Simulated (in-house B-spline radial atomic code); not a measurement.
## Binding energies in the xenon ion Xe⁴⁺

NIST's tabulated ground configuration is [Kr] 4d10 5s2 5p2; each binding energy is the energy of the ion with one electron taken from that subshell, relaxed, less that of the parent. All numbers are computed (Dirac-Hartree-Fock, average of configuration; Fermi nucleus of rms radius 4.7859 fm) with an all-electron radial atomic-structure program (B-spline basis), not measured. Energies include first-order Breit, QED and recoil terms.

```csv
subshell,X-ray name,binding energy (eV),-ε (eV),relaxation (eV)
1s,K,34614.7,34804.0,65.9
2s,L1,5509.5,5557.0,34.4
3s,M1,1201.5,1217.7,13.9
3d3/2,M4,739.4,755.5,15.6
3d5/2,M5,726.7,742.3,15.4
4s,N1,271.8,276.2,3.9
4d3/2,N4,117.2,120.3,3.0
4d5/2,N5,115.3,118.2,3.0
5s,O1,66.44,66.88,0.38
5p,"O2,3",52.67,52.97,0.27
```

Relaxation = -ε minus the binding energy without Breit, QED and recoil terms.

Q: What does it cost to remove two 4d3/2 electrons?

A: 256.56 eV, which is 22.07 eV more than the two single binding energies together.

Q: What does it cost to remove two 1s electrons?

A: 70122 eV, which is 892.5 eV more than the two single binding energies together.
